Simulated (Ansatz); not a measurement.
Total energies of BiI₃ from Ansatz at PBE0-D4/def2-TZVP, gas phase (1 Eh = 27.2114 eV = 2625.5 kJ/mol). The reference geometry is relaxed at PBE-D4/def2-SVP.

| atom | x (Å) | y (Å) | z (Å) |
| --- | --- | --- | --- |
| Bi1 | -0.550 | -0.793 | -0.042 |
| I2 | 0.154 | 0.149 | 2.550 |
| I3 | -1.609 | 1.573 | -1.218 |
| I4 | 2.005 | -0.929 | -1.290 |

| state | geometry | energy (Eh) |
| --- | --- | --- |
| charge 0 singlet | reference | -1107.96232 |
| charge 1 doublet | reference | -1107.62419 |
| free Bi atom (quartet) | – | -214.61763 |
| free I atom (doublet) | – | -297.69312 |

In the def2 sets Bi, I take a core potential; there is no spin–orbit coupling.

(1) Work out the vertical ionisation energy to the doublet.

(2) What is the binding energy per atom against free atoms?

(1) E(charge 1 doublet) − E(charge 0 singlet) = -1107.62419 − (-1107.96232) = 0.33813 Eh = 9.20 eV. For comparison, −ε of the highest occupied level is 7.61 eV at this level, 1.59 eV less.

(2) Atoms: 1 × (-214.61763) + 3 × (-297.69312) = -1107.69699 Eh. Binding: -1107.69699 − (-1107.96232) = 0.26533 Eh = 7.22 eV, or 1.81 eV for each of 4 atoms (no zero-point energy, no counterpoise term).
